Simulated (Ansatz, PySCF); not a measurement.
W(NH)2(F)(Br) (BrFH2N2W), SMILES [F][W]([Br])(=[NH])=[NH], multiplicity 1. Atoms are numbered in the order given.

```xyz
7

W     -0.0668     0.4537     0.0000
N      0.7588     1.0323     1.4296
H      1.4893     1.5192     1.9435
N      0.7588     1.0323    -1.4296
H      1.4893     1.5192    -1.9435
F     -1.8169     1.1519     0.0000
Br     0.1422    -1.9950     0.0000
```

The structure is a stationary point at B3LYP-D3(BJ)/def2-SVP. The spin state was assumed, not searched. The structure was generated by enumeration; whether it is a known compound was not checked. The def2 effective core potentials stand for the cores of W; spin–orbit coupling is left out.

Two levels are set side by side: PBE-D3(BJ)/def2-SVP (Ansatz, a quantum-chemistry and plane-wave program) and B3LYP-D3(BJ)/def2-SVP (Ansatz). Each level has its own optimised geometry; the coordinates shown are those of the second. Frequencies come from the Hessian of PySCF at each geometry. Differences are taken from unrounded values.

```json
[
 {"quantity": "mean bond length (Å)", "B3LYP-D3(BJ)": "1.646"},
 {"quantity": "bond W1–N2 (Å)", "B3LYP-D3(BJ)": "1.749"},
 {"quantity": "bond W1–N4 (Å)", "B3LYP-D3(BJ)": "1.749"},
 {"quantity": "bond W1–F6 (Å)", "B3LYP-D3(BJ)": "1.884"},
 {"quantity": "bond W1–Br7 (Å)", "B3LYP-D3(BJ)": "2.458"},
 {"quantity": "bond N2–H3 (Å)", "B3LYP-D3(BJ)": "1.017"},
 {"quantity": "bond N4–H5 (Å)", "B3LYP-D3(BJ)": "1.017"},
 {"quantity": "highest harmonic wavenumber (cm⁻¹)", "B3LYP-D3(BJ)": "3618"},
 {"quantity": "mean harmonic wavenumber (cm⁻¹)", "B3LYP-D3(BJ)": "912"},
 {"quantity": "zero-point energy (kcal/mol)", "B3LYP-D3(BJ)": "19.55"}
]
```

Task: What does PBE-D3(BJ) give, and how far is it from B3LYP-D3(BJ)? (Estimate from the structure and the level; the computed values follow.)

Result: 
```csv
quantity,PBE-D3(BJ),PBE-D3(BJ) minus B3LYP-D3(BJ)
mean bond length (Å),1.651,0.005
bond W1–N2 (Å),1.758,0.008
bond W1–N4 (Å),1.758,0.008
bond W1–F6 (Å),1.889,0.005
bond W1–Br7 (Å),2.452,-0.006
bond N2–H3 (Å),1.025,0.007
bond N4–H5 (Å),1.025,0.007
highest harmonic wavenumber (cm⁻¹),3540,-78
mean harmonic wavenumber (cm⁻¹),887,-24
zero-point energy (kcal/mol),19.03,-0.52
```

Exact exchange shortens and stiffens bonds; PBE has none. Differences between two approximate levels are no errors against the true value.
